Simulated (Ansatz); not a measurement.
C2H6B2 (`BC(B)=C`), relaxed with RKS PBE-D4/def2-SVP in the Gaussian-basis code of Ansatz from a rough embedded geometry. The force threshold is 0.03 eV/Å; the program also tests the step.

Total charge 0; spin multiplicity 1.

Start:

```xyz
10

B     0.298   -1.176   -0.854
C     0.031    0.060   -0.028
B    -0.997   -0.079    1.136
C     0.694    1.258   -0.226
H    -0.226   -2.241   -0.676
H     1.101   -1.145   -1.817
H    -1.216    0.901    1.858
H    -1.506   -1.059    1.403
H     0.464    2.146    0.306
H     1.359    1.335   -1.103
```

| step | energy (eV) | largest force (eV/Å) | largest move (Å) |
| --- | --- | --- | --- |
| 1 | -3513.9647 | 2.465 | 0.000 |
| 2 | -3513.9832 | 1.883 | 0.195 |
| 3 | -3514.2142 | 0.290 | 0.196 |
| 4 | -3514.2423 | 0.065 | 0.106 |
| 5 | -3514.2431 | 0.089 | 0.029 |
| 6 | -3514.2435 | 0.004 | 0.005 |

End:

```xyz
10

B     0.341   -1.202   -0.921
C     0.008    0.016   -0.004
B    -0.994   -0.025    1.191
C     0.641    1.205   -0.266
H    -0.176   -2.289   -0.742
H     1.137   -1.069   -1.837
H    -1.190    0.984    1.851
H    -1.590   -1.045    1.484
H     0.458    2.112    0.341
H     1.365    1.312   -1.096
```

Run time 5.5 s (2 threads of an AMD EPYC 9B14 on a shared host); peak host memory 0.13 GiB.
